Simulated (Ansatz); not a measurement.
A made-up structure of SiCl2F (charge -1), singlet:

```csv
atom,x (Å),y (Å),z (Å)
F1,-1.7268,-0.2839,0.7361
Si2,0.1825,-0.6767,-0.3276
Cl3,1.1822,-0.3273,0.9385
Cl4,0.3621,1.2878,-1.3471
```

It is relaxed with PBE-D4/def2-SVPD and then PBE0-D4/def2-TZVPD (Ansatz 0.2.0). Atoms count as bonded within 1.22 times the sum of their covalent radii (H–H: 0.88 Å). The end point is not checked to be a true minimum.

Does its bonding change? (Judge from chemistry; the calculation decides.)

By the calculation: Yes. Formed: F1–Si2; broken: none.

Where it ends: The first stage lowers the energy by 4.98 eV in 8 steps. It ends as SiCl₂F ([F][Si]([Cl])[Cl]), total charge -1:
```
4
angstrom
F -1.4409 -0.2205 0.5142
Si -0.1237 -0.6655 -0.3757
Cl 1.3790 -0.4062 1.2385
Cl 0.1857 1.2922 -1.3771
```

Labels in which every atom is bracketed show which atoms are joined, not bond orders.

For scale, one of the runs: PBE0-D4/def2-TZVPD relaxation, 175 basis functions, launched by `ansatz run in.yaml --threads 2 --pin off --events-out ev --progress --plain --max-ram 4352MiB`. The run took about 28 s on 2 CPU threads of an Arm Neoverse V2 (shared host).
